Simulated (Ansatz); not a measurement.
Two isomers of CH3F2In: A = `F[CH2][InH][F]`, B = `F[CH](F)[InH2]`.

Calculated with Ansatz (gas phase, PBE0-D4/def2-TZVP geometries, no zero-point term in ΔE). CBS: MP2 limit from def2 TZ/QZ plus the TZ coupled-cluster correction, frozen cores. DFT in def2-TZVPP. B3LYP here is the variant with VWN-RPA as its local correlation; programs differ in this. def2 core potentials past Kr. For In outer-core shells are correlated without core-valence functions, which leaves a few kJ/mol of doubt a bond. Each species was taken in one conformer, which may not be the lowest.

A:

Z-matrix (Å, degrees):
```
C
In 1 2.161
F 1 1.385 2 112.2
H 1 1.093 2 109.5 3 -120.8
H 1 1.093 2 109.4 3 120.8
F 2 1.969 1 105.7 3 -179.3
H 2 1.700 1 142.6 3 0.7
```

B:

```xyz
7

F    -1.414    1.280   -0.123
C    -0.146    0.930    0.266
F    -0.119    0.983    1.636
In    0.287   -1.136   -0.404
H     0.521    1.722   -0.091
H     1.629   -1.406   -1.451
H    -0.759   -2.373    0.167
```

Q: Which is lower in electronic energy at CCSD(T)/CBS, and by how much? (Estimate.)

A: The calculation gave: A, by 148.0 kJ/mol.

Q: Give E(B) − E(A) in kJ/mol with HF/def2-TZVPP, r2SCAN-D4, CCSD/def2-TZVPP, MP2/def2-TZVPP, B2PLYP, B3LYP-D4, CCSD(T)/def2-TZVPP. (Estimate.)

A: Ansatz gave: HF/def2-TZVPP 132.3, r2SCAN-D4 137.2, CCSD/def2-TZVPP 136.0, MP2/def2-TZVPP 147.4, B2PLYP 143.1, B3LYP-D4 138.2, CCSD(T)/def2-TZVPP 136.3. None reverses the order clearly.

Q: Does the order hold for the free energy at 298.15 K (harmonic terms from PBE0-D4)? (Best estimate.)

A: The calculation gave: Yes: G(B) − G(A) = +137.2 kJ/mol, for one conformer each. Modes under 60 cm⁻¹, often nearly free rotors, make the harmonic entropy too high.

Largest T1 diagnostic: 0.015.

Leaving LDA and LC-ωPBE aside and taking each functional with its dispersion term where it has one, the values, not all of them listed here, spread over 11.4 kJ/mol, from HSE06-D4 to B2PLYP. LDA lies −15.6 kJ/mol from PBE without D4. At CCSD(T), def2-SVP lies −26.4 kJ/mol from the extrapolated value and def2-TZVPP −11.7 kJ/mol.
